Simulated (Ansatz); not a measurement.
Computed with Ansatz on PBE0-D4/def2-TZVP structures; ΔE is electronic, products minus reactants. CCSD(T)/CBS is the MP2 limit (def2-TZVPP, def2-QZVPP) plus CCSD(T) − MP2 in def2-TZVPP, frozen cores. DFT in def2-TZVPP. B3LYP here is the variant with VWN-RPA as its local correlation; programs differ in this. HSE06 is defined as in plane-wave codes. No spin–orbit coupling; open shells (•) take unrestricted orbitals. Each species was taken in one conformer, which may not be the lowest.

`CN(C)[SiH](C)C` → `C[N]C`• + `C[SiH]C`•  (homolysis of the N–Si bond)

`CN(C)[SiH](C)C`:

Cartesian coordinates in Å:
```
C -1.700 -0.210 -0.797
N -0.904 0.057 0.373
C -1.458 -0.509 1.576
Si 0.783 0.413 0.274
C 1.873 -1.090 0.008
C 1.089 1.643 -1.100
H -2.718 0.181 -0.669
H -1.791 -1.286 -1.017
H -1.273 0.276 -1.677
H -0.845 -0.242 2.440
H -1.529 -1.608 1.539
H -2.470 -0.123 1.755
H 1.140 1.007 1.595
H 1.727 -1.828 0.800
H 1.650 -1.574 -0.947
H 2.931 -0.811 0.002
H 0.441 2.516 -1.003
H 0.928 1.202 -2.088
H 2.127 1.985 -1.064
```

`C[N]C`•:

Z-matrix (Å, degrees):
```
C
N 1 1.427
H 1 1.091 2 110.8
H 1 1.102 2 111.2 3 121.0
H 1 1.102 2 111.2 3 -121.0
C 2 1.427 1 111.8 3 -179.9
H 6 1.102 2 111.1 1 59.7
H 6 1.091 2 110.8 1 -179.4
H 6 1.102 2 111.3 1 -58.3
```

`C[SiH]C`•:

```xyz
10

C     0.307    1.328    0.776
Si    0.103    0.349   -0.812
C    -0.064   -1.491   -0.481
H    -0.557    1.179    1.433
H     0.395    2.396    0.570
H     1.201    1.012    1.318
H    -1.084    0.845   -1.574
H     0.821   -1.879    0.029
H    -0.188   -2.048   -1.412
H    -0.935   -1.691    0.152
```

```csv
level,ΔE (kJ/mol),difference from CCSD(T)/CBS
LDA (SPW92),443.8,28.2
PBE-D4,381.3,-34.3
revPBE-D4,373.6,-42.0
r2SCAN-D4,371.7,-43.9
B97M-V,390.8,-24.8
PBE0-D4,386.8,-28.8
B3LYP-D4,386.1,-29.5
r2SCAN0-D4,374.7,-40.9
HSE06-D4,386.4,-29.2
BHLYP-D4,386.9,-28.7
CAM-B3LYP-D4,395.6,-20.0
ωB97X-V,405.7,-9.9
ωB97M-V,413.7,-1.9
B2PLYP,388.0,-27.6
PBE-QIDH,402.6,-13.0
PBE,366.1,-49.5
revPBE,338.1,-77.5
BLYP,345.7,-69.9
r2SCAN,366.8,-48.8
PBE0,373.2,-42.4
B3LYP,362.6,-53.0
r2SCANh,367.8,-47.8
r2SCAN0,369.0,-46.6
HSE06,373.5,-42.1
BHLYP,368.4,-47.2
LC-ωPBE,384.5,-31.1
RPA@PBE/def2-TZVPP,391.0,-24.6
HF/def2-SVP,286.4,-129.2
MP2/def2-SVP,416.0,0.4
CCSD/def2-SVP,382.9,-32.7
CCSD(T)/def2-SVP,389.8,-25.8
MP2/def2-TZVPP,434.5,18.9
SCS-MP2/def2-TZVPP,423.8,8.2
CCSD/def2-TZVPP,393.9,-21.7
HF/def2-QZVPP,281.1,-134.5
MP2/def2-QZVPP,441.3,25.7
SCS-MP2/def2-QZVPP,431.2,15.6
HF/CBS(def2),281.1,-134.5
MP2/CBS(def2),446.2,30.6
CCSD/CBS(def2),405.6,-10.0
CCSD(T)/CBS,415.6,0
```

Largest T1 diagnostic among the species: 0.014.

From BLYP to BHLYP (50 % exact exchange), in def2-TZVPP and without D4, ΔE moves by +22.7 kJ/mol. Leaving LDA and LC-ωPBE aside and taking each functional with its dispersion term where it has one, the values spread over 42.0 kJ/mol, from r2SCAN-D4 to ωB97M-V. LDA lies +77.8 kJ/mol from PBE without D4, its usual overbinding.
